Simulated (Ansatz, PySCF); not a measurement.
Gas-phase reaction (SMILES): [SiH3][SiH3] → [SiH2][SiH3] + H atom; the H-Si bond at the site shown breaks (other sites are not compared here).

Structures are relaxed separately at B3LYP-D3(BJ)/def2-TZVP in Ansatz (a first-principles code). Valence correlation only, unless marked. Open shells are spin-unrestricted. No spin-orbit coupling. No relativistic terms. CBS marks a two-point X^-3 extrapolation of the correlation energy; Hartree-Fock from the larger set. The bracket is a focal-point correction in the basis named. Thermal terms are rigid-rotor harmonic-oscillator values from B3LYP-D3(BJ) frequencies (PySCF) at 298.15 K and 1 atm. 1 Eh = 627.5095 kcal/mol. Atoms have translation alone. Electronic entropy comes from spin alone.

| species | E, RI-MP2/CBS(def2-TZVPPD,def2-QZVPPD)+[CCSD(T)-MP2]/def2-TZVPPD (Ansatz) (Eh) | E, wB97X-V/def2-TZVPD (Ansatz) (Eh) | H - E (Eh) | G - E (Eh) |
|---|---|---|---|---|
| [SiH3][SiH3] | -581.74048 | -582.49968 | 0.05489 | 0.02381 |
| [SiH2][SiH3] | -581.09074 | -581.84957 | 0.04534 | 0.01222 |
| H atom | -0.49998 | -0.50049 | 0.00236 | -0.01065 |

### Question
Work out ΔE and ΔH, ΔG, ΔS and the equilibrium constant at 298.15 K at the first level, then ΔH at the second.

### Answer

1. ΔE = [(-581.09074) + (-0.49998)] - [(-581.74048)] = 0.14976 Eh = 94.0 kcal/mol at RI-MP2/CBS(def2-TZVPPD,def2-QZVPPD)+[CCSD(T)-MP2]/def2-TZVPPD.
2. The terms H - E add up to -0.00719 Eh, so ΔH = (0.14976 + (-0.00719))×627.5095 = 89.5 kcal/mol.
3. The terms G - E add up to -0.02224 Eh, so ΔG = 80.0 kcal/mol, and ΔS = (-0.00719 - (-0.02224))×627509.5/298.15 = 31.7 cal/(mol K).
4. log10 K = -ΔG/(RT ln 10) = -58.6, with RT ln 10 = 1.3642 kcal/mol.
5. With ΔH and ΔS taken as constant, ΔG changes sign near ΔH/ΔS = 2820 K, a rough figure that leaves out heat capacities.
6. At wB97X-V/def2-TZVPD the same steps give ΔE = 93.9 and ΔH = 89.4 kcal/mol, a shift of -0.1 from the first level.
7. These values are not checked against measurement here, since the tables used lack a sound gas-phase enthalpy of formation for at least one species.
